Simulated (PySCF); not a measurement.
A structure optimised at PBE-D3(BJ)/def2-SVP, used in a PySCF frequency run:

```xyz
11

N     -2.0219     0.7799     0.2550
Si    -0.6167    -0.1894     0.4830
N      0.8491     0.8322     0.7892
C      1.6986     0.4271    -0.0872
C      1.2466    -0.6632    -1.0668
N      0.0462    -1.1062    -0.9437
H     -2.0029     1.5549    -0.4121
H     -2.9434     0.3382     0.2784
H     -0.8842    -1.1671     1.5842
H      2.7311     0.8410    -0.1473
H      1.9492    -1.0408    -1.8450
```

### Question
Write its SMILES and formula.

### Answer
N[SiH]1N=CC=N1, C2H5N3Si

### Question
What are its rotational constants (standard atomic weights)?

### Answer
5.8459, 2.7382, 2.1234 GHz
